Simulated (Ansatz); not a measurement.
CH₄ClIOSi (`CO[SiH](Cl)I`). The species carries charge 0 and has multiplicity 1. I takes the def2 core potential.

| atom | x (Å) | y (Å) | z (Å) |
| --- | --- | --- | --- |
| C1 | 0.0973 | 1.3274 | 0.5791 |
| O2 | 0.4241 | 0.4170 | -0.4555 |
| Si3 | 0.0215 | -1.1522 | -0.4648 |
| Cl4 | -2.0052 | -1.3696 | -0.2612 |
| I5 | 0.7641 | -2.0542 | -2.5774 |
| H6 | -0.9863 | 1.4409 | 0.6711 |
| H7 | 0.5054 | 0.9989 | 1.5403 |
| H8 | 0.5359 | 2.2912 | 0.3214 |
| H9 | 0.6433 | -1.8994 | 0.6470 |

List the harmonic frequencies (cm⁻¹, unscaled) at PBE0-D4/def2-TZVP in Ansatz. (Best estimate.)

Computed: 62, 86, 115, 130, 216, 296, 402, 551, 780, 790, 835, 1142, 1180, 1211, 1480, 1494, 1498, 2262, 3033, 3104, 3143.

Is this a minimum?

Yes, all 21 modes are real.

Give the ideal-gas thermochemistry at 298.15 K and 1 bar (rigid rotor, harmonic oscillator; point group C1, symmetry number 1).

Zero-point energy 142.4 kJ/mol; H(298) − E = 164.7 kJ/mol; entropy 384.2 J/(mol·K), of which translation 176.3, rotation 124.3, vibration 83.6; G(298) − E = 50.2 kJ/mol. Modes under 100 cm⁻¹ are hindered rotations or soft bends, so the harmonic entropy is rough.

And at 400, 500, 600, 800 and 1000 K?


```csv
T (K),H − E (kJ/mol),S (J/mol/K),G − E (kJ/mol)
400,176.0,416.7,9.4
500,188.4,444.4,-33.7
600,202.0,469.1,-79.4
800,231.8,511.8,-177.6
1000,264.3,548.0,-283.7
```
